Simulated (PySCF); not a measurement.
C5H7FSSi, SMILES FC[SiH2]c1cccs1 (GFN2-xTB optimised geometry):

```
15

F     -3.377    -2.302     0.619
C     -2.455    -1.274     0.651
Si    -0.772    -1.876    -0.041
C      0.378    -0.396     0.000
C      1.743    -0.396     0.000
C      2.317     0.892     0.000
C      1.379     1.873    -0.004
S     -0.215     1.239    -0.007
H     -2.396    -0.947     1.693
H     -2.884    -0.459     0.062
H     -0.973    -2.346    -1.415
H     -0.239    -2.936     0.819
H      2.319    -1.304     0.003
H      3.377     1.078     0.003
H      1.522     2.936    -0.004
```

Computed with PySCF 2.14.0 with B3LYP/def2-TZVP.

Problem. What are the frontier orbital energies and the dipole moment?

Solution. HOMO-2 -8.33 eV, HOMO-1 -7.27 eV, HOMO -6.87 eV, LUMO -1.08 eV, LUMO+1 0.05 eV; dipole moment 2.51 D.

Meta-Löwdin charges at B3LYP/def2-TZVP: F1 -0.33, C2 -0.14, Si3 0.66, C4 -0.38, C5 -0.13, C6 -0.15, C7 -0.26, S8 0.29, H9 0.12, H10 0.12, H11 -0.10, H12 -0.10, H13 0.12, H14 0.13, H15 0.14.
